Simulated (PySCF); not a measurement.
## C2H6Cl2Si

The system: C2H6Cl2Si, a small molecule; neutral, singlet. The structure, one conformer, was relaxed in the gas phase by PBE0-D3(BJ)/def2-SVP. No frequency run checks that it is a minimum.

SMILES: C[Si](C)(Cl)Cl

```xyz
11

Si   -0.448   -0.418    0.106
C     0.790   -0.600   -1.268
C    -0.229    1.107    1.143
Cl   -0.315   -2.079    1.338
Cl   -2.351   -0.393   -0.715
H     0.695    0.233   -1.981
H     1.813   -0.605   -0.861
H     0.627   -1.543   -1.810
H     0.759    1.097    1.630
H    -1.001    1.156    1.924
H    -0.304    2.010    0.518
```
Atoms count from 1 in this order.

Shieldings: GIAO PBE0/pcSseg-2. Shifts are against computed references at the same level: C TMS (σ 184.1 ppm), H TMS (σ 31.24 ppm), Si TMS (σ 341.3 ppm). Core levels by delta-SCF with SCAN, pcX-2 on the ionised atom and pcseg-1 elsewhere, spin-free X2C (2p3/2 is the spin-free 2p value less a third of a first-order spin-orbit splitting); from the vacuum level, for chosen atoms.

Task: Give the NMR and core-level values of the distinct atoms.

Result: 
| atoms | bonded to | σ (ppm) | δ (ppm) | core level (eV) |
| --- | --- | --- | --- | --- |
| Si1 | 2 C + 2 Cl | 296.0 | 45.2 | 2p3/2 108.19 |
| C2 C3 | 1 Si + 3 H | 176.4 | 7.7 | 1s 290.77 |
| Cl4 Cl5 | 1 Si | 857.3 | - | 2p3/2 205.92 |
| H6 H7 H8 | 1 C | 30.64 | 0.61 | - |
| H9 H10 H11 | 1 C | 30.64 | 0.61 | - |

Values are those of this one static structure, with the three H of a rotating XH3 group averaged; atoms that internal rotation interchanges would show their mean in an NMR spectrum.

Task: By CAM-B3LYP/def2-SVPD (TDDFT singlets, Tamm-Dancoff triplets, ionisation by delta-SCF), where does absorption start, and what does vertical ionisation take?

Result: The lowest singlet lies at 8.01 eV (f 0.089), the strongest of the first 6 at 8.62 eV (f 0.109), the lowest triplet at 7.63 eV; vertical ionisation takes 10.89 eV.
